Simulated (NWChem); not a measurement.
# Basis-set dependence for H₄Al (-1)

```
Al
H 1 1.6464
H 1 1.6464 2 109.47
H 1 1.6464 2 109.47 3 -120.00
H 1 1.6464 2 109.47 3 120.00
```
Charge -1, spin multiplicity 1.

Program: NWChem. Structure: optimised with B3LYP/def2-SVP, a minimum by its harmonic frequencies.

Hartree-Fock energies in Ha, correlation energies in mHa.

The correlated methods keep 5 core orbitals frozen. The structure started from a generated list of species. The anion's geometry comes from a basis without diffuse functions. Coupled-cluster values serve here as a point of comparison, not as the truth.

```tsv
basis	functions	RHF	MP2	SCS-MP2	CCSD	CCSD+T(CCSD)	CCSD(T)	CR-CCSD[T]	CR-CCSD(T)
aug-cc-pVDZ	63	-244.23417	-112.8	-128.2	-146.0	-148.4	-148.3	-148.1	-148.0
aug-cc-pVTZ	142	-244.24868	-132.5	-150.7	-162.2	-165.4	-165.3	-165.0	-165.0
```

From aug-cc-pVDZ to aug-cc-pVTZ the Hartree-Fock energy moves by -14.5 mHa and the MP2 correlation energy by -19.7 mHa, which is 15 % of its value in the larger set.
